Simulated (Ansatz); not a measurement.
Steps of a relaxation of CH6N2Si, SMILES `N[SiH]1CN1` with RKS PBE0-D4/def2-TZVP.

```sh
$ ansatz run in.yaml --threads 2 --pin off --events-out ev --progress --plain --max-ram 4352MiB
```

```yaml
crystal:
  periodic: [false, false, false]
  atoms:
    - {symbol: N, position_ang: [-1.746132, 0.696025, 0.174654]}
    - {symbol: Si, position_ang: [-0.035575, 0.499205, 0.284640]}
    - {symbol: C, position_ang: [0.904652, -1.099015, 0.229545]}
    - {symbol: N, position_ang: [0.871881, -0.226881, -0.996620]}
    - {symbol: H, position_ang: [-2.296088, 0.089140, -0.436963]}
    - {symbol: H, position_ang: [-2.155491, 1.629114, 0.247699]}
    - {symbol: H, position_ang: [0.498183, 1.638928, 1.097266]}
    - {symbol: H, position_ang: [1.859667, -1.159995, 0.796075]}
    - {symbol: H, position_ang: [0.445323, -2.102467, 0.107885]}
    - {symbol: H, position_ang: [1.736880, -0.015153, -1.501282]}
basis:
  gaussian: {orbitals: def2-TZVP}
hamiltonian: {xc: pbe0, dispersion: d4}
relax: {f_tol: 0.005, max_steps: 150}
```

Positions (Å) and forces (eV/Å) along the path, 14 of 18 steps:

```xyz
10
step=1 energy=-11986.2830 eV
N    -1.746    0.696    0.175    0.123    0.097   -0.314
Si   -0.036    0.499    0.285    0.132   -0.509   -0.414
C     0.905   -1.099    0.230   -0.060   -0.081    0.283
N     0.872   -0.227   -0.997    0.106    0.349    0.259
H    -2.296    0.089   -0.437    0.359    0.388    0.384
H    -2.155    1.629    0.248    0.277   -0.587   -0.035
H     0.498    1.639    1.097   -0.112   -0.237   -0.226
H     1.860   -1.160    0.796   -0.515    0.078   -0.364
H     0.445   -2.102    0.108    0.257    0.615   -0.002
H     1.737   -0.015   -1.501   -0.567   -0.114    0.430
10
step=3 energy=-11986.3539 eV
N    -1.717    0.681    0.166    0.037    0.032   -0.049
Si   -0.032    0.487    0.275    0.000   -0.035   -0.008
C     0.884   -1.089    0.237   -0.011   -0.005    0.112
N     0.858   -0.219   -0.988   -0.041    0.018   -0.074
H    -2.264    0.086   -0.435   -0.026   -0.007    0.011
H    -2.124    1.596    0.265   -0.019   -0.012    0.026
H     0.500    1.624    1.055    0.009    0.026    0.011
H     1.828   -1.147    0.781    0.026   -0.004   -0.004
H     0.430   -2.069    0.105   -0.007   -0.023   -0.030
H     1.720   -0.002   -1.459    0.032    0.010    0.004
10
step=4 energy=-11986.3551 eV
N    -1.715    0.684    0.160    0.033    0.022   -0.046
Si   -0.032    0.487    0.272   -0.016    0.008    0.016
C     0.883   -1.089    0.240    0.013   -0.031    0.059
N     0.859   -0.220   -0.988   -0.020    0.010   -0.081
H    -2.268    0.087   -0.434   -0.020    0.000    0.012
H    -2.128    1.594    0.275   -0.015   -0.013    0.022
H     0.500    1.626    1.050    0.002    0.011    0.007
H     1.829   -1.147    0.781    0.012   -0.005    0.008
H     0.431   -2.069    0.102   -0.008   -0.014   -0.003
H     1.724   -0.004   -1.455    0.020    0.012    0.005
10
step=5 energy=-11986.3572 eV
N    -1.709    0.692    0.135   -0.049    0.091   -0.028
Si   -0.030    0.486    0.258   -0.024    0.074    0.062
C     0.882   -1.090    0.246    0.026   -0.011   -0.061
N     0.866   -0.224   -0.994    0.012   -0.066   -0.005
H    -2.282    0.095   -0.437    0.006    0.014    0.017
H    -2.141    1.585    0.318    0.051   -0.108   -0.008
H     0.499    1.631    1.034   -0.010   -0.017   -0.005
H     1.828   -1.148    0.787   -0.007    0.003    0.004
H     0.432   -2.071    0.102    0.001    0.010    0.015
H     1.738   -0.007   -1.447   -0.007    0.011    0.008
10
step=6 energy=-11986.3503 eV rejected
N    -1.686    0.732    0.040    0.257   -0.170    0.058
Si   -0.023    0.496    0.251   -0.121   -0.055   -0.102
C     0.880   -1.087    0.250    0.137   -0.052   -0.037
N     0.868   -0.235   -0.995   -0.088    0.073    0.020
H    -2.299    0.078   -0.410   -0.033   -0.034   -0.083
H    -2.142    1.559    0.360   -0.217    0.270    0.133
H     0.496    1.623    1.057    0.003    0.034   -0.040
H     1.832   -1.147    0.781   -0.042   -0.017    0.045
H     0.423   -2.068    0.119    0.015    0.020   -0.009
H     1.734   -0.002   -1.450    0.089   -0.069    0.016
10
step=7 energy=-11986.3586 eV
N    -1.700    0.709    0.093   -0.050    0.148    0.056
Si   -0.028    0.489    0.248   -0.041    0.018    0.012
C     0.884   -1.089    0.248    0.021   -0.019   -0.032
N     0.870   -0.234   -0.998    0.009   -0.009    0.008
H    -2.295    0.101   -0.442    0.004   -0.003   -0.017
H    -2.151    1.568    0.367    0.063   -0.133   -0.033
H     0.497    1.632    1.030   -0.004   -0.007   -0.012
H     1.829   -1.145    0.790   -0.006   -0.001    0.003
H     0.433   -2.071    0.110    0.004    0.007    0.016
H     1.745   -0.012   -1.444   -0.001   -0.002   -0.001
10
step=9 energy=-11986.3599 eV rejected
N    -1.689    0.766    0.018    0.169   -0.173   -0.086
Si   -0.029    0.491    0.239   -0.048   -0.052   -0.012
C     0.898   -1.092    0.263   -0.117    0.041   -0.027
N     0.862   -0.254   -0.992   -0.016   -0.010    0.027
H    -2.287    0.163   -0.519   -0.007   -0.007   -0.010
H    -2.181    1.496    0.495   -0.053    0.099    0.086
H     0.484    1.635    1.023    0.048    0.009    0.023
H     1.850   -1.134    0.796   -0.026    0.015    0.001
H     0.451   -2.080    0.145    0.033    0.071    0.018
H     1.725   -0.042   -1.465    0.017    0.007   -0.022
10
step=11 energy=-11986.3596 eV rejected
N    -1.682    0.774   -0.003   -0.019    0.393    0.331
Si   -0.027    0.496    0.235   -0.019   -0.029   -0.006
C     0.893   -1.088    0.266   -0.046    0.020   -0.002
N     0.860   -0.258   -0.994   -0.060   -0.009    0.024
H    -2.273    0.170   -0.538   -0.145   -0.137   -0.122
H    -2.191    1.468    0.532    0.201   -0.288   -0.211
H     0.494    1.636    1.020    0.023    0.004    0.015
H     1.844   -1.127    0.800   -0.012    0.005    0.000
H     0.445   -2.075    0.154    0.013    0.033    0.008
H     1.721   -0.048   -1.469    0.063    0.007   -0.035
10
step=12 energy=-11986.3617 eV
N    -1.686    0.752    0.027   -0.019    0.008   -0.018
Si   -0.027    0.495    0.239    0.008   -0.017   -0.009
C     0.888   -1.086    0.261    0.000    0.007    0.006
N     0.862   -0.252   -0.996   -0.006    0.007   -0.009
H    -2.278    0.156   -0.525    0.013    0.010    0.013
H    -2.181    1.488    0.497    0.005   -0.013   -0.001
H     0.501    1.636    1.019    0.000    0.002    0.013
H     1.837   -1.129    0.799    0.001   -0.002   -0.001
H     0.439   -2.071    0.145    0.004    0.007    0.003
H     1.728   -0.039   -1.463   -0.006   -0.008    0.003
10
step=13 energy=-11986.3624 eV
N    -1.681    0.770    0.003   -0.001    0.014    0.006
Si   -0.027    0.497    0.236    0.016    0.015   -0.002
C     0.889   -1.084    0.265   -0.004   -0.024   -0.008
N     0.858   -0.256   -0.996   -0.007    0.006    0.007
H    -2.273    0.166   -0.540    0.000   -0.003   -0.002
H    -2.187    1.464    0.525    0.000   -0.013   -0.001
H     0.502    1.634    1.026   -0.006   -0.006   -0.009
H     1.840   -1.123    0.799    0.000    0.002    0.006
H     0.441   -2.070    0.155    0.002    0.007    0.004
H     1.721   -0.050   -1.470    0.000    0.002    0.000
10
step=14 energy=-11986.3624 eV
N    -1.677    0.785   -0.014   -0.005   -0.008   -0.025
Si   -0.023    0.506    0.227    0.013    0.011    0.048
C     0.882   -1.082    0.265    0.001    0.018    0.020
N     0.863   -0.254   -0.997    0.000   -0.023   -0.029
H    -2.264    0.164   -0.543    0.003    0.004    0.001
H    -2.194    1.428    0.560   -0.005    0.010    0.002
H     0.509    1.647    1.009   -0.006   -0.017    0.001
H     1.830   -1.127    0.805    0.004    0.004   -0.006
H     0.427   -2.064    0.155   -0.001   -0.002   -0.006
H     1.731   -0.053   -1.465   -0.003    0.004   -0.007
10
step=15 energy=-11986.3627 eV
N    -1.677    0.785   -0.014   -0.012    0.015    0.013
Si   -0.024    0.503    0.232    0.002    0.008    0.002
C     0.886   -1.082    0.268    0.002   -0.002   -0.001
N     0.857   -0.257   -0.996   -0.003   -0.003   -0.006
H    -2.264    0.171   -0.551    0.004    0.001    0.000
H    -2.194    1.434    0.554    0.008   -0.015   -0.013
H     0.507    1.640    1.019   -0.001   -0.003    0.001
H     1.837   -1.123    0.802   -0.001    0.001    0.000
H     0.434   -2.067    0.160    0.001    0.000    0.001
H     1.721   -0.054   -1.472    0.000   -0.001    0.002
10
step=16 energy=-11986.3627 eV rejected
N    -1.676    0.787   -0.014   -0.002    0.003   -0.001
Si   -0.024    0.504    0.233   -0.003   -0.008    0.007
C     0.886   -1.081    0.268   -0.018   -0.003    0.002
N     0.854   -0.258   -0.997    0.025   -0.005    0.000
H    -2.260    0.174   -0.556    0.002    0.001    0.001
H    -2.196    1.429    0.557   -0.001    0.000    0.000
H     0.509    1.639    1.021   -0.002    0.001   -0.002
H     1.837   -1.120    0.804    0.005    0.003   -0.013
H     0.436   -2.067    0.161   -0.003    0.001    0.009
H     1.718   -0.058   -1.474   -0.003    0.008   -0.004
10
step=18 energy=-11986.3628 eV
N    -1.675    0.788   -0.016   -0.002    0.002    0.002
Si   -0.024    0.505    0.233    0.001   -0.001    0.000
C     0.886   -1.081    0.268   -0.001    0.001   -0.001
N     0.855   -0.258   -0.996    0.002   -0.002   -0.001
H    -2.259    0.174   -0.558    0.000   -0.001   -0.001
H    -2.197    1.426    0.560    0.000    0.000   -0.001
H     0.509    1.640    1.020    0.000    0.000    0.000
H     1.837   -1.121    0.801    0.000    0.000   -0.001
H     0.434   -2.066    0.164   -0.001    0.000    0.001
H     1.718   -0.057   -1.474    0.000    0.002    0.000
```

Hardware: 2 threads of an Intel Xeon 6975P-C on a shared host. Wall time 34 s, peak host memory 0.37 GiB.
